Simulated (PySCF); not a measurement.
Species: C7H13PS.
SMILES with atom numbers: `[CH3:1][S:2][CH2:3][P:4]1[CH:5]=[C:6]([CH3:7])[CH2:8][CH2:9]1`

NICS = −σ at a ghost point: NICS(0) at the centroid of the ring atoms, NICS(1) 1 Å to either side along the normal of their mean plane, zz for the tensor component along that normal. Level: GIAO PBE0/pcSseg-1 (PySCF, non-relativistic, gas phase) on the GFN2-xTB geometry, one conformer.

Ring bond lengths (Å), with Mayer bond orders in brackets: P4–C5 1.816 (0.97), C5–C6 1.331 (1.82), C6–C8 1.503 (1.02), C8–C9 1.532 (1.00), C9–P4 1.864 (0.97).

**Question.** Give the NICS values of each ring in ppm.

**Answer.** 
```tsv
ring	type	NICS(0)	NICS(1), two faces	NICS(1)zz, two faces	rms pucker (Å)	centre to ring atoms, mean (Å)
P4–C5–C6–C8–C9	5-membered ring with P; formal bonds 1 double, 4 single	-2.4	-2.2 / -3.9	-1.4 / -3.9	0.09	1.36
```

**Question.** What can be read from them?

**Answer.** 
- P4–C5–C6–C8–C9: mean NICS(1)zz -2.6 ppm, near zero. C8, C9 have four or more neighbours, so the value isn't read as a sign of a π ring current.

The run took about 2.3 min of CPU time (one thread, shared machine). This is the whole shielding run at PBE0/pcSseg-1, SCF included.
